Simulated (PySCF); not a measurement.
How methods differ on the ionisation energy of As²⁺

As²⁺ [Ar] 3d10 4s2 4p1 (2P) → As³⁺ [Ar] 3d10 4s2 (1S), as a difference of total energies. Calculation: PySCF 2.14, in x2c-SVPall; the spin-free X2C one-electron Hamiltonian (Gaussian nucleus). Correlated levels: valence: [Ar] 3d10 frozen. The calculations carry no spin-orbit coupling.

```csv
method,ionisation energy (eV)
UHF,27.475
M06-L,27.813
TPSS,28.202
MP2 (valence),27.638
SCS-MP2 (valence),27.621
CCSD (valence),27.726
CCSD(T) (valence),27.739
```

Problem. How much does correlation contribute at CCSD(T) (valence)?

Solution. 27.739 − (27.475) = 0.264 eV, measured against UHF.

The reference lies between the lowest fine-structure levels, while these numbers refer to the centres of the terms.

Errors of the correlated levels include the incompleteness of this basis and the frozen core.

For comparison: 28.349 ± 0.012 eV (measured; NIST Atomic Spectra Database, ionization energies).
